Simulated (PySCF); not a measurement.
A structure optimised at ωB97X-D3(BJ)/def2-SVP, used in a PySCF frequency run:

```
C
O 1 1.3987
C 2 1.4037 1 113.36
H 3 1.0991 2 107.71 1 180.00
H 3 1.1078 4 108.75 2 121.21
H 3 1.1078 4 108.75 5 117.58
H 1 1.1090 2 111.32 3 59.72
H 1 1.1090 7 107.11 2 121.91
C 1 1.5276 7 110.01 8 119.56
H 9 1.1009 1 109.44 7 179.82
H 9 1.1009 10 107.38 1 118.70
C 9 1.4672 10 109.16 11 118.23
N 12 1.1560 10 150.94 9 -178.04
```

Task: Write its SMILES, formula and point group.

Result: COCCC#N, C4H7NO, Cs

Task: What are its rotational constants (standard atomic weights)?

Result: 18.312, 1.4117, 1.3442 GHz
